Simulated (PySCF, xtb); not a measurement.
2-bromoprop-1-ene (C3H5Br), SMILES C=C(C)Br.

Harmonic wavenumbers (cm⁻¹) from GFN2-xTB run with xtb at its own minimum, in rising order: 159, 291, 333, 406, 523, 681, 884, 939, 1009, 1043, 1146, 1386, 1406, 1459, 1469, 1705, 3002, 3017, 3040, 3106, 3143.

Q: What does TPSSh-D3(BJ)/def2-SVP (PySCF 2.14.0) give at its own minimum? (Estimate from the structure and the level; the computed values follow.)

A: 204, 298, 349, 426, 547, 694, 903, 928, 1002, 1059, 1173, 1393, 1421, 1459, 1475, 1707, 3033, 3114, 3134, 3149, 3258. Paired by order, the mean absolute difference is 29 cm⁻¹ and the zero-point energies are 43.1 and 43.9 kcal/mol.
